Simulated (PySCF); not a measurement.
Compound: C6H9O2 (doublet state).
Structure used (GFN2-xTB), in Å, numbered top down from 1:
```
atom  x, y, z in Å
C1    -1.2153    1.1431   -1.1921
C2    -0.5020    0.2841   -0.2364
C3    -1.4444   -0.7383    0.4180
C4     0.6990   -0.4600   -0.8890
C5     1.7303   -0.4998    0.2124
O6     2.7152   -1.1815    0.2578
C7     1.2625    0.4888    1.2624
O8     0.1116    1.1146    0.7618
H9    -0.8648    2.1401   -1.3658
H10   -2.1124    0.8016   -1.6662
H11   -2.1986   -0.2119    0.9971
H12   -0.8900   -1.3989    1.0807
H13   -1.9351   -1.3345   -0.3458
H14    0.4454   -1.4528   -1.2532
H15    1.1097    0.1209   -1.7179
H16    1.0583   -0.0508    2.2000
H17    2.0235    1.2474    1.4661
```

The hyperfine couplings belong to this conformer and change with its torsions.

Identity: `[CH2][C@@]1(C)CC(=O)CO1` [radical].

Level of theory: UKS B3LYP, pcH-1 on C H O, non-relativistic, mean-field spin-orbit, GIAO in PySCF 2.14.0. The structure is a single GFN2-xTB conformer in the gas phase; no vibrational or solvent corrections. Couplings are sensitive to structure, and on GFN2-xTB geometries they can be far from those on DFT ones. Stability of the SCF solution: not tested.

Largest spin populations (Mulliken): C1 (+1.08) and C2 (-0.08). C1 is the only atom above +0.15. The positive populations add up to 1.17 and the negative ones to -0.17, together 2S = 1. The angles at C1 add up to 359.9°, so it is planar; its axial dipolar tensor and the negative couplings of its protons fit spin in a p orbital normal to that plane.

Task: Find Q in a(H) = Q·ρ(C) for the protons on the planar carbons that carry spin.

Result: 
```json
{"H": "H9", "C": "C1", "ρ(C)": "+1.082", "a(H) (G)": "-22.87", "a/ρ (G)": "-21.1"}
{"H": "H10", "C": "C1", "ρ(C)": "+1.082", "a(H) (G)": "-22.44", "a/ρ (G)": "-20.7"}
```

These protons share one ρ (within 0.01), so their mean ratio, Q = -20.9 G, is no test of linearity. In every row coupling and population have opposite signs.

Couplings in gauss use g_iso = 2.0024.

Hardware: an Arm Neoverse V1 with one thread, no GPU, on a shared host. Cost: 94 s wall (with the writing of density and orbital grids), 0.97 GiB resident at most.
